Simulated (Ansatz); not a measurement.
C26H20⁻, that is tetraphenylethylene with one electron more, relaxed as a doublet with UKS r2SCAN-D4/def2-SVP in Ansatz, starting from the r2SCAN-D4/def2-SVP geometry of the neutral singlet. Force threshold 0.03 eV/Å.

Single mean-field runs in def2-SVP are fitted with def2-universal-jkfit. The highest occupied level of the relaxed charge -1 doublet lies above zero (up to 0.51 eV). By energy differences its removal costs 0.79 eV (each at its own geometry, to the charge 0 singlet, at PBE0-D4/def2-TZVP). The relaxation made no stability test and no search for a lower SCF solution.

Start:

```xyz
46

C    -1.170    1.097    4.435
C     0.010    1.495    3.797
C     0.206    1.217    2.444
C    -0.776    0.538    1.698
C    -0.587    0.254    0.251
C     0.587   -0.255   -0.251
C     1.650   -0.813    0.625
C     1.342   -1.704    1.671
C     2.350   -2.236    2.476
C     3.687   -1.887    2.255
C     4.009   -1.014    1.211
C     3.002   -0.491    0.397
C     0.881   -0.287   -1.707
C     0.652    0.838   -2.524
C     0.949    0.803   -3.886
C     1.479   -0.356   -4.464
C     1.725   -1.476   -3.662
C     1.440   -1.438   -2.296
C    -1.755    0.561   -0.615
C    -2.472    1.761   -0.446
C    -3.574    2.056   -1.251
C    -3.996    1.147   -2.227
C    -3.309   -0.062   -2.387
C    -2.200   -0.352   -1.591
C    -1.971    0.167    2.345
C    -2.160    0.433    3.703
H    -1.322    1.313    5.497
H     0.783    2.028    4.357
H     1.129    1.531    1.948
H     0.299   -1.980    1.846
H     2.090   -2.930    3.280
H     4.477   -2.302    2.888
H     5.052   -0.740    1.027
H     3.259    0.186   -0.424
H     0.239    1.746   -2.075
H     0.768    1.690   -4.502
H     1.709   -0.383   -5.533
H     2.144   -2.385   -4.104
H     1.640   -2.313   -1.671
H    -2.148    2.472    0.321
H    -4.108    3.001   -1.114
H    -4.864    1.374   -2.852
H    -3.642   -0.787   -3.136
H    -1.666   -1.298   -1.719
H    -2.751   -0.346    1.774
H    -3.089    0.124    4.192
```

Task: Estimate the energy that the relaxation releases and the steps that it takes.

Result: 8.0 kcal/mol, in 9 steps; 62 s on 2 threads of AMD EPYC 7R13 on a shared host and a share (18 GiB) of an NVIDIA H100 80GB HBM3. No frequencies were taken in this run, so the end may be a saddle point.

Task: Does the start keep its bonding and symmetry?

Result: By distances, no bond broke or formed. The bond that changes most is C5–C6, from 1.37 to 1.44 Å (atoms count from 1). Point group D2 at the start, D2 at the end, both within 0.05 Å.

Task: Predict the relaxed structure.

Result: 
```xyz
46

C    -0.7860    1.6354    4.3632
C     0.3965    1.7373    3.6159
C     0.4453    1.3082    2.2929
C    -0.6882    0.7481    1.6430
C    -0.6143    0.2667    0.2626
C     0.6143   -0.2667   -0.2626
C     1.5320   -1.0130    0.5995
C     1.0563   -1.7798    1.6982
C     1.9216   -2.4654    2.5455
C     3.3090   -2.4277    2.3424
C     3.8050   -1.6783    1.2657
C     2.9416   -0.9867    0.4189
C     0.9700   -0.0732   -1.6692
C     0.5523    1.0814   -2.3860
C     0.8549    1.2599   -3.7326
C     1.5938    0.2992   -4.4385
C     2.0181   -0.8498   -3.7553
C     1.7123   -1.0337   -2.4086
C    -1.8137    0.3382   -0.5733
C    -2.7817    1.3696   -0.4338
C    -3.9037    1.4419   -1.2565
C    -4.1167    0.4931   -2.2671
C    -3.1730   -0.5320   -2.4288
C    -2.0540   -0.6098   -1.6051
C    -1.8721    0.6509    2.4235
C    -1.9194    1.0862    3.7461
H    -0.8228    1.9727    5.4040
H     1.2954    2.1679    4.0720
H     1.3744    1.4028    1.7240
H    -0.0229   -1.8273    1.8680
H     1.5068   -3.0480    3.3761
H     3.9885   -2.9669    3.0101
H     4.8860   -1.6211    1.0926
H     3.3550   -0.3882   -0.3984
H    -0.0184    1.8451   -1.8505
H     0.5156    2.1699   -4.2409
H     1.8304    0.4406   -5.4980
H     2.5855   -1.6226   -4.2869
H     2.0326   -1.9508   -1.9049
H    -2.6250    2.1368    0.3304
H    -4.6188    2.2611   -1.1175
H    -4.9962    0.5535   -2.9161
H    -3.3179   -1.2899   -3.2072
H    -1.3332   -1.4207   -1.7416
H    -2.7626    0.2022    1.9730
H    -2.8527    0.9826    4.3118
```
Bond lengths: 29 × C–C 1.39 to 1.46 Å; 20 × C–H 1.09 to 1.10 Å.
